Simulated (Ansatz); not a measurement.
(OH)2Al-O-SiH3 (AlSiO3H5). Total charge 0; singlet. Geometry PBE0-D4/def2-SVP, basis def2-TZVP, Ansatz.

```xyz
10

Al    0.387    0.407   -1.104
O    -0.514    0.639   -2.519
O     2.042    0.754   -1.104
O    -0.328   -0.165    0.316
Si   -0.592   -0.674    1.857
H    -1.453    0.468   -2.603
H     2.509    1.082   -1.874
H    -2.059   -0.847    2.087
H     0.081   -1.987    2.101
H    -0.074    0.323    2.844
```

| run | HOMO (eV) | LUMO (eV) |
| --- | --- | --- |
| A | -10.11 | 0.05 |
| B | -7.19 | -1.41 |
| C | -8.71 | -0.68 |
| D | -11.03 | 0.90 |
| E | -8.14 | -0.79 |
| F | -7.24 | -1.55 |

Question: The runs used BHLYP, PBE, PBE0, r2SCANh, revPBE, ωB97M-V. Estimate which is which.

Answer: A BHLYP (50 % exact exchange); B revPBE (0 % exact exchange); C PBE0 (25 % exact exchange); D ωB97M-V (range-separated); E r2SCANh (10 % exact exchange); F PBE (0 % exact exchange). Exact exchange lowers occupied and raises empty levels; among semilocal functionals meta-GGAs tend to open the gap a little, and such runs are hard to tell apart. The gap grows from 5.69 eV (PBE) to 11.93 eV (ωB97M-V).
